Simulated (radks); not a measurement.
The thulium ion Tm2+, configuration [Xe] 4f13. All-electron calculation, Dirac Kohn-Sham, LB94 model potential, spin-unpolarised, spherical densities, finite nucleus; open shells fill j = l - 1/2 first; Fermi nuclear charge, rms radius 5.2256 fm. Program: a radial shooting solver on a logarithmic mesh with Libxc functionals.

Spin-orbit splittings of the eigenvalues, e(l+1/2) - e(l-1/2), with zeta = 2 splitting/(2l+1) and mean radii in bohr:

| shell | occ. | splitting (eV) | zeta (eV) | <r> j=l-1/2 | <r> j=l+1/2 |
|---|---|---|---|---|---|
| 2p | 6 | 988.6 | 659.0 | 0.06990 | 0.07730 |
| 3p | 6 | ? | ? | 0.2098 | 0.2236 |
| 3d | 10 | 45.67 | 18.27 | 0.1968 | 0.2011 |
| 4p | 6 | 46.68 | 31.12 | 0.5067 | 0.5393 |
| 4d | 10 | 8.524 | 3.410 | 0.5659 | 0.5774 |
| 4f | 13 | 1.241 | 0.3547 | 0.7739 | 0.7918 |
| 5p | 6 | 5.943 | 3.962 | 1.382 | 1.497 |

Estimate the 3p splitting.

Answer. 208.3 eV (zeta = 138.9 eV).
